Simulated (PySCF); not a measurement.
**Radial density of Hf⁺ (hafnium, charge +1)**

UHF, [Xe] 4f14 6s2 7s1, 2S determinant (an excited configuration). Calculation: PySCF 2.14, in x2c-TZVPPall with one added diffuse shell each of s, p, d, f type (12s8p8d4f1g, 113 functions); scalar relativity by spin-free X2C-1e.

| r (bohr) | 4πr²ρ (e/bohr) | 4πr²(ρα − ρβ) |
| --- | --- | --- |
| 0.0141 | 99.02 | 0.0004 |
| 0.0238 | 86.08 | -0.0002 |
| 0.0400 | 110.4 | 0.0010 |
| 0.0673 | 127.3 | 0.0011 |
| 0.113 | 100.9 | 0.0008 |
| 0.190 | 111.4 | 0.0017 |
| 0.320 | 58.84 | 0.0049 |
| 0.538 | 61.21 | -0.0008 |
| 0.906 | 20.02 | 0.0184 |
| 1.52 | 6.526 | 0.0078 |
| 2.56 | 1.228 | 0.0499 |
| 4.31 | 0.3568 | 0.0381 |
| 7.25 | 0.1976 | 0.1968 |
| 12.2 | 0.01567 | 0.0155 |
| 20.5 | 2.388e-05 | 0.0000 |

Densities and radii are taken from the X2C orbitals without a picture-change correction, which distorts them close to the nucleus.

Spin-orbit coupling, which splits the p, d and f shells strongly at this Z, is absent. The outer electron is Rydberg-like, and this basis confines it to a smaller radius and binds it less than a complete one would.
